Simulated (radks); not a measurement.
Spherical quantum dot in the effective-mass picture: electrons in a hard-walled sphere of radius 3.03, with a point charge +2 (a donor) at the centre, all in effective atomic units (hartree* = m*/eps^2 hartree, bohr* = eps/m* bohr), one dielectric constant everywhere. Calculated with a radial shooting solver with Libxc functionals: non-relativistic Kohn-Sham, PBE, spin-polarised, spherical densities. Levels are named by radial order and angular momentum (1s, 1p, 1d, 2s, ...), and open shells are averaged over m. Results are scaled to m* = 0.563 and eps = 8.4, for which hartree* = 217.1 meV and bohr* = 0.7895 nm.

N = 14, configuration 1s2 1p6 1d(up 4, down 0) 2s2. This is the lowest configuration that the search found. Occupied and some empty levels:

| level | occupation | eigenvalue (meV) | <r> (nm) |
|---|---|---|---|
| 1s up | 1 | 1185.1 | 1.184 |
| 1s down | 1 | 1197.2 | 1.133 |
| 1p up | 3 | 1299.7 | 1.556 |
| 1p down | 3 | 1319.8 | 1.547 |
| 2s up | 1 | 1404.1 | 1.047 |
| 2s down | 1 | 1414.1 | 1.088 |
| 1d up | 4 | 1425.7 | 1.649 |
| 1d down | 0 | 1447.4 | 1.646 |
| 1f up | 0 | 1587.4 | 1.714 |
| 1f down | 0 | 1609.9 | 1.712 |
| 2p up | 0 | 1779.9 | 1.216 |
| 1g up | 0 | 1783.1 | 1.764 |
| 2p down | 0 | 1790.1 | 1.214 |
| 1g down | 0 | 1806.0 | 1.763 |

Energy (meV): total 8925.32, kinetic 4608.8, external -4452.0, Hartree 10294, exchange-correlation -1525.7.
